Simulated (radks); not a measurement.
The numbers below are computed, except where a source is named.
The table gives one normalised radial function P(r) = r R(r) (large component) of Dy64+ in [He] (r in bohr). Code: a radial shooting solver on a logarithmic mesh with Libxc functionals. Model: Dirac Kohn-Sham, relativistic LDA (MacDonald-Vosko exchange, VWN5 correlation), spin-unpolarised, spherical densities, finite nucleus; Fermi nuclear charge, rms radius 5.2218 fm.

| r | P |
|---|---|
| 0.001021 | 1.3978 |
| 0.001188 | 1.5797 |
| 0.001384 | 1.7821 |
| 0.001598 | 1.9937 |
| 0.00186 | 2.2391 |
| 0.002165 | 2.5076 |
| 0.002521 | 2.7990 |
| 0.002911 | 3.0953 |
| 0.003389 | 3.4273 |
| 0.003946 | 3.7754 |
| 0.004557 | 4.1150 |
| 0.005305 | 4.4764 |
| 0.006176 | 4.8306 |
| 0.007132 | 5.1475 |
| 0.008303 | 5.4469 |
| 0.009666 | 5.6918 |
| 0.01125 | 5.8615 |
| 0.013 | 5.9335 |
| 0.01513 | 5.8965 |
| 0.01761 | 5.7276 |
| 0.02034 | 5.4376 |
| 0.02368 | 4.9956 |
| 0.02757 | 4.4287 |
| 0.03184 | 3.8030 |
| 0.03706 | 3.0901 |
| 0.04315 | 2.3744 |
| 0.05023 | 1.7097 |
| 0.05801 | 1.1683 |
| 0.06753 | 0.7178 |
| 0.07862 | 0.3983 |

Which n and l does it have? It may be an empty orbital.

Answer. n = 1, l = 0: the number of nodes gives n - l - 1 = 0, the rise at small r points to l (this Dirac orbital starts outside the nucleus as r^gamma with gamma = sqrt((l + 1)^2 - (Z/c)^2) = 0.88; the j = 1/2 orbital of l + 1 starts with the same power, but with a smaller coefficient, and then steepens), and the extent must fit the shell. The curve is that of 1s1/2. 1s1/2: eigenvalue -61150 eV, 0 radial nodes, <r> = 0.0211 bohr, 90 % of the charge inside 0.0381 bohr.
